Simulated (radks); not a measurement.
Values are calculated unless marked as measured or tabulated.
Charge is removed step by step from the 1s1/2 level of the arsenic ion As31+, starting from [He]. Code: a radial shooting solver on a logarithmic mesh with Libxc functionals. Model: Dirac Kohn-Sham, BLYP, spin-unpolarised, spherical densities, finite nucleus; Fermi nuclear charge, rms radius 4.0968 fm.

removed (e)  E - E(0) (eV)  eigenvalue (eV)  E minus straight line (eV)
0                    0.000         -14260.2                       0.000
0.125               1786.5         -14324.0                     -27.675
0.25                3581.0         -14387.7                     -47.382
0.375               5383.4         -14451.1                     -59.145
0.5                 7193.8         -14514.3                     -62.989
0.625               9012.0         -14577.2                     -58.951
0.75               10838.1         -14639.8                     -47.070
0.875              12671.9         -14701.9                     -27.399
1                  14513.5         -14763.4                       0.000

Removing the whole electron costs 14513.5 eV by Delta-SCF, against 14260.2 eV from minus the eigenvalue at the starting occupation. Slater's transition state (half an electron removed) gives 14514.3 eV. Integrating minus the eigenvalue over the occupation (Janak's theorem) gives 14513.5 eV. The mean slope of the eigenvalue, de/dn, is 503 eV per electron. Ionisation energy of As31+ in the NIST Atomic Spectra Database: 14447.7 eV (theoretical).

Beside tabulated values, note that spin-unpolarised runs miss the spin-polarisation part of the exchange energy of open shells.
